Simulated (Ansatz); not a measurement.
`[SiH3][NH][SnH3]` + `C#CC=O` → `C#CC(=O)[SiH3]` + `[NH2][SnH3]` at 700 K and 1 bar (formal exchange of groups at the Si–N bond).

Program: Ansatz. Geometries: PBE0-D4/def2-TZVP. ΔE: electronic, gas phase. CCSD(T)/CBS is the MP2 limit (def2-TZVPP, def2-QZVPP) plus CCSD(T) − MP2 in def2-TZVPP, frozen cores. Elements past krypton have def2 core potentials. For Sn outer-core shells are correlated without core-valence functions, which leaves a few kJ/mol of doubt a bond.

```
           species  CCSD(T)/CBS energy (Eh)  H − E (kJ/mol)  S (J/(mol·K))
`[SiH3][NH][SnH3]`               -562.01692           236.8          478.4
          `C#CC=O`               -190.43458           143.8          339.9
  `C#CC(=O)[SiH3]`               -480.70818           209.7          446.8
     `[NH2][SnH3]`               -271.71442           171.8          369.2
```

H − E and S are ideal-gas, rigid-rotor, harmonic terms from PBE0-D4/def2-TZVP, for one conformer and one mirror image of each species. 1 Eh = 2625.50 kJ/mol, R = 8.31446 J/(mol·K).

By hand: ΔE, ΔH, ΔS and ΔG.

ΔE = (-480.70818) + (-271.71442) − (-562.01692) − (-190.43458) = 0.02890 Eh = 75.9 kJ/mol. Δ(H − E) = 209.7 + 171.8 − 236.8 − 143.8 = 0.9, so ΔH = 76.8 kJ/mol. ΔS = 446.8 + 369.2 − 478.4 − 339.9 = -2.3 J/(mol·K). ΔG = 76.8 − 700 × (-2.3)/1000 = 78.4 kJ/mol.

By hand: the equilibrium constant, and the temperature at which ΔG would vanish if ΔH and ΔS stayed fixed.

log₁₀ K = −ΔG/(RT ln 10) = -5.9. ΔH and −TΔS have one sign here, so there is no such temperature. One of them is within its doubt of zero, so this could turn.

The number of gas molecules stays the same, so ΔS is small and ΔH decides. A doubt of 5 kJ/mol in ΔE shifts log₁₀ K by 0.4 here. Other conformers and mirror images would add mixing entropy, several J/(mol·K) or more a flexible species. Modes under 60 cm⁻¹, often nearly free rotors, make the harmonic entropy too high. These are equilibria of isolated gas molecules and say nothing of rates. Largest T1 diagnostic: 0.016 (customary marks: 0.02 for closed shells, 0.045 for open ones).
